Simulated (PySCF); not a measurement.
ClH₂MoNS₂, SMILES [NH]=[Mo]([Cl])([SH])=[S], multiplicity 1.

Coordinates come from a PBE0-D3(BJ)/def2-SVP optimisation. The multiplicity is an assumed one; no other spin state was optimised. The structure was generated by enumeration; whether it is a known compound was not checked. The def2 effective core potentials stand for the cores of Mo; spin–orbit coupling is left out. Other conformers were not sampled.

Computed with M06-2X/def2-TZVP (PySCF).

Q: Estimate the frontier levels, gap, dipole moment and polarisability. (An estimate is asked for; the answer gives what the named calculation found.)

A: 
```
Quantity                                                                                                          Value
---------------------------------------------------------------------------------------------  ------------------------
highest occupied level                                                                                         -8.86 eV
lowest empty level                                                                                             -2.38 eV
orbital gap                                                                                                     6.48 eV
dipole moment                                                                                                    1.65 D
quadrupole, principal values (traceless, Buckingham form, about the centre of nuclear charge)   -7.64, -5.74, 13.38 D·Å
mean static polarisability                                                                       101.6 bohr³ (15.06 Å³)
polarisability, principal values                                                               88.6, 102.1, 114.2 bohr³
```
